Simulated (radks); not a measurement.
Polarisability of the rubidium ion Rb+, [Kr], at imaginary frequency. Method: scalar-relativistic Kohn-Sham, exchange-only LDA, spin-polarised, spherical densities, finite nucleus; Fermi nuclear charge, rms radius 4.2036 fm; computed with a radial shooting solver on a logarithmic mesh with Libxc functionals. Response by self-consistent Sternheimer equations with the Hartree and adiabatic exchange-only LDA kernel, the relativistic mass of each level held fixed and spin-orbit coupling left out.

| w (hartree) | alpha1(iw) (bohr^3) | alpha2(iw) (bohr^5) |
|---|---|---|
| 0.00266 | 9.778 | 41.01 |
| 0.0143 | 9.774 | 41.00 |
| 0.0360 | 9.757 | 40.95 |
| 0.0697 | 9.699 | 40.77 |
| 0.118 | 9.555 | 40.33 |
| 0.186 | 9.246 | 39.38 |
| 0.280 | 8.662 | 37.52 |
| 0.413 | 7.680 | 34.27 |
| 0.605 | 6.254 | 29.22 |
| 0.892 | 4.528 | 22.49 |
| 1.35 | 2.832 | 14.97 |
| 2.12 | 1.504 | 8.213 |
| 3.59 | 0.6770 | 3.503 |
| 6.94 | 0.2532 | 1.069 |
| 17.5 | 0.06216 | 0.1877 |

Static values: alpha1 = 9.778 bohr^3 (1.449 angstrom^3; uncoupled 15.43), alpha2 = 41.01 bohr^5, alpha3 = 371.1 bohr^7. C6 = 60.09, C8 = 1370, triple-dipole C9 = 427.2 atomic units. One-pole (London) frequency 4 C6 / (3 alpha1^2) = 0.838 hartree, against 0.748 for minus the highest occupied eigenvalue.
